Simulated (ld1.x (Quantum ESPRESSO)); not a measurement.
**Before and after: ultrasoft potential for Br**

bromine (Br), ultrasoft, made with ld1.x (Quantum ESPRESSO) 7.5 (LDA (PZ), scalar-relativistic). Core [Ar], reference 3d10 4s2 4p5. Waves: 4s (bound): rcut 1.25, rcutus 1.65 bohr; 4s channel at -0.15 Ry: rcut 1.25, rcutus 1.65 bohr; 4p (bound): rcut 1.70, rcutus 2.10 bohr; 4p channel at 3.8 Ry: rcut 1.70, rcutus 2.10 bohr; 3d (bound): rcut 0.70, rcutus 0.90 bohr; 3d channel at -3.95 Ry: rcut 0.70, rcutus 0.90 bohr. Local part: all-electron potential smoothed inside 2.00 bohr (lloc = -1). Core correction: Bessel-smoothed model core, default radius (core density twice the valence density). Augmentation charge: PSQ, inside the norm-conserving radii.

All-electron outer shells of the reference configuration (LDA (PZ), scalar-relativistic, ld1.x):

| shell | level (eV) | outermost node (bohr) | outermost maximum (bohr) |
| --- | --- | --- | --- |
| 3s | -237.20 | 0.23 | 0.48 |
| 3p | -173.21 | 0.21 | 0.48 |
| 3d | -67.00 | – | 0.43 |
| 4s | -20.32 | 0.67 | 1.41 |
| 4p | -8.01 | 0.70 | 1.66 |

Change: core correction Bessel-smoothed model core inside 1.00 bohr.

Cutoffs: the cutoffs (Ry, on a coarse ladder) from which the occupation-weighted sum of valence levels, in a spherical-Bessel basis at the reference potential, stays within 10 and 1 mRy of its value at 400 Ry; they do not see the model core or the augmentation charge, which bear on the density cutoff. Errors are all-electron minus pseudo energies relative to the spin-unpolarised reference configuration.

**Question.** How do hardness, ghosts and transferability respond?

**Answer.** The errors of the 9 common tests hardly move; neither file shows a bound ghost. The default core radius of the base comes out at 0.25 bohr. A wider model core is smoother and lowers the density cutoff, which this test does not measure.

```csv
quantity,base,changed
"cutoff, loose",200 Ry,200 Ry
"cutoff, tight",over 300 Ry,over 300 Ry
bound ghosts,none,none
"error for 3d10 4s2 4p4, meV [ΔE 12.71 eV]",+1.0,+1.1
"error for 3d10 4s2 4p3, meV [ΔE 35.65 eV]",+5.8,+5.9
"error for 3d10 4s2 4p2, meV [ΔE 69.87 eV]",+12,+12
"error for 3d10 4s2 4p5.3, meV [ΔE -2.01 eV]",+0.5,+0.5
"error for 3d9 4s2 4p6, meV [ΔE 64.47 eV]",-1062,-1034
"error for 3d10 4s1 4p5, meV [ΔE 25.75 eV]",-2.0,-1.9
"error for 3d10 4s1 4p6, meV [ΔE 12.42 eV]",-11,-11
"error for 3d10 4s2 4p5 (spin-polarised), meV [ΔE -0.15 eV]",+2.6,+2.7
"error for 3d10 4s2 4p4 (spin-polarised), meV [ΔE 12.00 eV]",+14,+14
s: phases at 2.31 bohr within 0.05 rad from the reference energy up to (Ry; the scan ends near 5),to the end of the scan,to the end of the scan
p: phases at 2.31 bohr within 0.05 rad from the reference energy up to (Ry; the scan ends near 5),4.7,4.7
d: phases at 2.31 bohr within 0.05 rad from the reference energy up to (Ry; the scan ends near 5),to the end of the scan,to the end of the scan
lowest overlap eigenvalue by channel,"s 0.38, p 0.47, d 1.00","s 0.38, p 0.47, d 1.00"
```
